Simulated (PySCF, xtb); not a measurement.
C2H7BiO2, SMILES [Bi]([OH])([OH])[CH2]C.

GFN2-xTB run with xtb at its own geometry gives an orbital gap of 6.15 eV and a dipole moment of 2.68 D.

Geometry: B3LYP-D3(BJ)/def2-SVP. The def2 effective core potentials stand for the cores of Bi; spin–orbit coupling is left out. The values are those of a single conformer.

### Question
What does PBE/def2-TZVP (PySCF) give? (The exact figures need the calculation; the answer reports its results.)

### Answer
gap 4.28 eV (levels -5.92 and -1.65 eV), dipole 2.63 D.
